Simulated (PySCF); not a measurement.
C2H5FOSi2, SMILES O=C1C[SiH2][Si@@H]1F.

The structure is a stationary point at B3LYP-D3(BJ)/def2-SVP. The structure was generated by enumeration; whether it is a known compound was not checked.

Calculation: SMD-PBE0/def2-SVP (PySCF).

Solvation free energies are E(SMD) − E(gas) at the gas-phase geometry, for 1 M in both phases. In vacuum the dipole moment is 2.41 D.

Computed solvation free energies in water, dimethylsulfoxide, benzene:
```
solvent            ΔG(solv) (kcal/mol)  its non-electrostatic (CDS) part  dipole (D)
-----------------  -------------------  --------------------------------  ----------
water                             -1.5                               4.7        3.35
dimethylsulfoxide                 -4.3                               0.0        2.96
benzene                           -3.4                              -1.5        2.67
```
